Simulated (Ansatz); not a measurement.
One change: `B[Te]C` becomes `BSC`.

Ansatz, PBE0-D4/def2-TZVP geometries, multiplicity 1. 

Elements past krypton have def2 core potentials.

```json
{"property": "HOMO–LUMO gap (PBE0/def2-TZVPP) / eV", "`B[Te]C`": "5.35"}
{"property": "size of the dipole moment (PBE/def2-TZVPP) / D", "`B[Te]C`": "1.58"}
{"property": "HOMO energy (PBE0/def2-TZVPP) / eV", "`B[Te]C`": "-6.82"}
{"property": "size of the dipole moment (ωB97M-V/def2-TZVPP) / D", "`B[Te]C`": "1.32"}
{"property": "HOMO–LUMO gap (PBE/def2-TZVPP) / eV", "`B[Te]C`": "3.58"}
{"property": "HOMO energy (PBE/def2-TZVPP) / eV", "`B[Te]C`": "-5.91"}
```

Task: Give the same properties after the change, and the shifts. (An estimate is asked.)

Result: The calculation gave: 
```csv
property,`BSC`,shift
HOMO–LUMO gap (PBE0/def2-TZVPP) / eV,6.80,1.45
size of the dipole moment (PBE/def2-TZVPP) / D,1.80,0.22
HOMO energy (PBE0/def2-TZVPP) / eV,-7.85,-1.03
size of the dipole moment (ωB97M-V/def2-TZVPP) / D,1.70,0.38
HOMO–LUMO gap (PBE/def2-TZVPP) / eV,4.75,1.17
HOMO energy (PBE/def2-TZVPP) / eV,-6.74,-0.83
```

With PBE0 the HOMO falls by 1.03 eV and the LUMO rises by 0.42 eV, so the gap widens by about 1.45 eV. PBE moves the HOMO by -0.83 eV and ωB97M-V by -1.17 eV. Dipoles are sizes alone; their direction can turn.

Spin–orbit coupling is left out; it splits and shifts lone-pair levels of the heavy atoms by tenths of an eV.
